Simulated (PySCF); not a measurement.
**Polarisability as a sum over states**

C₄H₄O₄.
Structure used (GFN2-xTB), in Å, numbered top down from 1:
```xyz
12
C4H4O4 angstrom
C     -1.6419   -0.8253   -0.0110
C     -0.2524   -0.3142    0.0120
O      0.8107   -1.2033    0.1286
C      1.9505   -0.5025    0.1227
O      3.0506   -0.9397    0.2038
O      1.6486    0.8247    0.0055
C      0.2784    0.9153   -0.0619
O     -0.2887    2.1164   -0.1815
H     -1.7714   -1.5226   -0.8369
H     -2.3217    0.0125   -0.1285
H     -1.8661   -1.3520    0.9150
H      0.4046    2.7899   -0.1939
```

Theory: PySCF 2.14.0, density-fitted response routines, TDDFT B3LYP/def2-SVPD, vertical, gas phase, core orbitals frozen in the response.

Excitation energies and transition dipoles (atomic units, axes of the coordinates) of those of the lowest 8 singlets that add 0.02 au or more to the mean polarisability:

```tsv
state	ΔE (hartree)	μx	μy	μz
S2	0.2178	0.014	-0.022	-0.139
S3	0.2210	0.785	-0.259	0.057
S4	0.2364	0.003	-0.024	-0.186
S5	0.2502	-0.612	-1.089	0.063
S7	0.2688	0.098	-0.018	0.000
S8	0.2707	-0.007	0.015	0.164
```

**Question.** What does each state add to αxx, αyy and αzz, and how do the sums compare with the full static tensor?

**Answer.** Each state adds 2 μα² / ΔE.

```
        state  αxx (au)  αyy (au)  αzz (au)
           S2      0.00      0.00      0.18
           S3      5.58      0.61      0.03
           S4      0.00      0.00      0.29
           S5      2.99      9.48      0.03
           S7      0.07      0.00      0.00
           S8      0.00      0.00      0.20
 all 8 states       8.6      10.1       0.7
full response      74.9      67.2      40.8
    share (%)        12        15         2
```

The rest comes from the higher roots of the same response equations.

**Question.** Give the full tensor and its principal values.

**Answer.** In au, rows and columns x, y, z:
```
x   74.9  0.2  1.5
y    0.2 67.2 -2.1
z    1.5 -2.1 40.8
```
Principal values 40.6, 67.4 and 75.0 au; mean 61.0 au (9.04 Å³).

**Question.** By how much does the contribution of these states grow at 589.3 nm?

**Answer.** With ω = 0.0773 hartree each state's term in the mean polarisability goes from f / ΔE² to f / (ΔE² − ω²), f = (2/3) ΔE |μ|²; the sum over all 8 states goes from 6.49 to 7.25 au, a rise of 0.76 au.

One conformer stands for the species.
